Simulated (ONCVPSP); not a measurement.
# u(r) = r·R(r): atom against pseudo-atom (titanium)

Columns: radius, all-electron u(r) and pseudo u(r) of the 3p shell (level -38.86 eV) of titanium in the configuration [Ne] 3s2 3p6 3d2 4s2; PBE, scalar-relativistic, ONCV scheme, ONCVPSP 4.0.1.

```tsv
r (bohr)	all-electron	pseudo
0.098	-0.3905	0.0326
0.195	-0.5170	0.1241
0.292	-0.2853	0.2619
0.390	0.0813	0.4300
0.488	0.4326	0.6056
0.585	0.7050	0.7653
0.682	0.8896	0.8941
0.780	0.9940	0.9825
0.878	1.0325	1.0242
0.975	1.0227	1.0204
1.072	0.9806	0.9804
1.170	0.9176	0.9176
1.268	0.8436	0.8436
1.365	0.7659	0.7659
1.463	0.6873	0.6874
1.560	0.6125	0.6125
1.658	0.5416	0.5416
1.755	0.4769	0.4769
1.852	0.4182	0.4182
1.950	0.3648	0.3648
2.047	0.3178	0.3178
2.145	0.2757	0.2757
2.242	0.2391	0.2391
2.340	0.2067	0.2067
2.438	0.1785	0.1785
2.535	0.1541	0.1541
```

Q: How many radial nodes do the two functions have?

A: The all-electron 3p function has n − l − 1 = 1; the pseudo-wave has 0, since the states of the same l below it are removed with the core.

Q: At about which radius was the pseudo-wave matched?

A: 1.15 bohr, where the columns begin to agree (steps of 0.10 bohr).

Q: Is the pseudo-wave norm-conserving?

A: Yes: the ONCV scheme keeps the norm inside the radius equal to the all-electron one, which fixes the energy derivative of the logarithmic derivative at the level.
